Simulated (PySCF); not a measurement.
**Basis and Hamiltonian dependence of the excitation energy of Mn**

Mn [Ar] 3d5 4s2 (6S) → Mn [Ar] 3d4 4s2 4p1 (high-spin determinant). Calculated with PySCF 2.14 from differences of total energies of unrestricted determinants, without spin-orbit coupling. Values in eV.

| basis | Hamiltonian | functions | UHF | LDA | PBE0 | MP2 (valence) |
| --- | --- | --- | --- | --- | --- | --- |
| aug-cc-pVDZ-DK | spin-free X2C | 59 | 7.879 | 9.116 | 8.637 | 8.356 |
| ANO-RCC-VTZP | spin-free X2C | 59 | 7.873 | 9.099 | 8.566 | 8.369 |
| aug-cc-pVDZ | non-relativistic | 59 | 8.195 | 9.421 | 8.947 | 8.675 |
| x2c-TZVPPall | spin-free X2C | 64 | 7.854 | 9.146 | 8.599 | 8.325 |
| def2-TZVPPD | non-relativistic | 67 | 8.068 | 9.362 | 8.827 | 8.571 |
| x2c-TZVPPall with one added diffuse shell each of s, p, d, f type | spin-free X2C | 80 | 7.762 | 9.071 | 8.530 | 8.224 |
| aug-cc-pVTZ-DK | spin-free X2C | 93 | 7.737 | 9.028 | 8.497 | 8.188 |
| def2-QZVPPD | non-relativistic | 100 | 8.045 | 9.336 | 8.811 | 8.524 |
| dyall-av2z | non-relativistic | 101 | 8.090 | 9.380 | 8.834 | 8.540 |
| aug-cc-pwCVTZ | non-relativistic | 127 | 8.027 | 9.302 | 8.781 | 8.506 |
| x2c-QZVPPall with one added diffuse shell each of s, p, d, f, g type | spin-free X2C | 128 | 7.740 | 9.051 | 8.519 | 8.200 |
| aug-cc-pwCVTZ-DK with one added diffuse shell each of s, p, d, f, g type | spin-free X2C | 152 | 7.726 | 9.021 | 8.492 | 8.182 |

Frozen in the all-electron rows: valence: [Ar].

One determinant mixes LS terms of the configuration, so the numbers do not refer to single terms. Non-relativistic rows lack the scalar-relativistic shift. The upper state lies above the first ionisation limit, where it may autoionise and the basis confines it.
